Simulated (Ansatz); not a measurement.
nido-B5H9 (Br for H, site b on B) (B5H8Br). Total charge 0; singlet. Geometry PBE-D4/def2-SVP.

```xyz
14

B     0.1622   -1.1530   -0.5263
B    -0.5423   -0.5474    1.0191
B     0.9609    0.0131    0.4328
B     0.3921    0.5452   -1.0871
B    -0.3129    1.1510    0.4582
Br    2.7374    0.0371    1.2342
H     0.5174   -2.2326   -0.9286
H    -0.8479   -1.0583    2.0675
H     0.9625    1.0601   -2.0162
H    -0.4027    2.2339    0.9804
H    -1.0808   -1.2992    0.0165
H    -1.4406    0.4467    0.7625
H    -0.7327    1.2747   -0.8333
H    -0.3727   -0.4712   -1.5796
```

Another isomer (singlet) lies 0.02 eV lower at PBE-D4/def2-SVP; other spin states weren't run for this one.

(1) Estimate the orbital energies around the gap (eV) in Ansatz with HF/STO-3G, PBE-D4/def2-SVP, PBE-D4/def2-TZVP, r2SCAN-D4/def2-TZVP, PBE0-D4/def2-TZVP.

## Answers

(1) 
| orbital | HF/STO-3G | PBE-D4/def2-SVP | PBE-D4/def2-TZVP | r2SCAN-D4/def2-TZVP | PBE0-D4/def2-TZVP |
| --- | --- | --- | --- | --- | --- |
| HOMO−9 | -15.11 | -10.86 | -10.94 | -11.29 | -12.32 |
| HOMO−8 | -14.88 | -10.48 | -10.60 | -11.02 | -12.14 |
| HOMO−7 | -14.80 | -10.25 | -10.42 | -10.92 | -12.06 |
| HOMO−6 | -13.06 | -8.96 | -9.08 | -9.43 | -10.47 |
| HOMO−5 | -13.06 | -8.96 | -9.08 | -9.43 | -10.47 |
| HOMO−4 | -10.97 | -8.80 | -8.94 | -9.30 | -10.21 |
| HOMO−3 | -10.97 | -8.14 | -8.25 | -8.55 | -9.51 |
| HOMO−2 | -10.51 | -8.14 | -8.25 | -8.55 | -9.51 |
| HOMO−1 | -7.40 | -6.04 | -6.25 | -6.54 | -7.43 |
| HOMO | -7.40 | -6.04 | -6.25 | -6.54 | -7.43 |
| LUMO | 6.87 | -1.28 | -1.38 | -1.13 | -0.47 |
| LUMO+1 | 10.05 | -0.54 | -1.00 | -0.70 | -0.18 |
| LUMO+2 | 10.58 | 0.18 | -0.13 | 0.31 | 0.73 |
| LUMO+3 | 10.58 | 0.18 | -0.13 | 0.31 | 0.73 |
| LUMO+4 | 10.97 | 0.45 | 0.29 | 0.59 | 1.02 |
| LUMO+5 | 13.78 | 2.17 | 0.32 | 1.02 | 1.17 |
